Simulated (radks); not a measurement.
The oxygen anion O2-, [Ne], held by a Watson sphere: a shell of charge +2 at radius R that stands for the Madelung well of a crystal (potential energy -2/R inside, -2/r outside, in hartree with lengths in bohr). All-electron calculation, non-relativistic Kohn-Sham, LB94 model potential, spin-polarised, spherical densities, point nucleus. Program: a radial shooting solver on a logarithmic mesh with Libxc functionals. Response by self-consistent Sternheimer equations with the Hartree and adiabatic LDA kernel. The sphere does not respond.

R (bohr)	e(1s) (eV)	e(2s) (eV)	e(2p) (eV)	<r> 2p (bohr)	sum of <r^2> (bohr^2)	X-ray form factor at sin(theta)/lambda = 0.3 1/angstrom	alpha (bohr^3)
2	-532.20	-26.756	-12.925	1.456	20.82	4.216	12.57
2.14	-531.93	-26.007	-12.274	1.483	21.64	4.187	14.22
2.81	-530.38	-23.149	-9.644	1.595	25.25	4.133	24.63
3.26	-529.36	-21.740	-8.268	1.655	27.49	4.129	34.44
3.32	-529.23	-21.575	-8.104	1.662	27.78	4.129	35.95
3.79	-528.29	-20.436	-6.957	1.715	30.03	4.130	49.72
3.9	-528.09	-20.203	-6.720	1.727	30.55	4.130	53.50
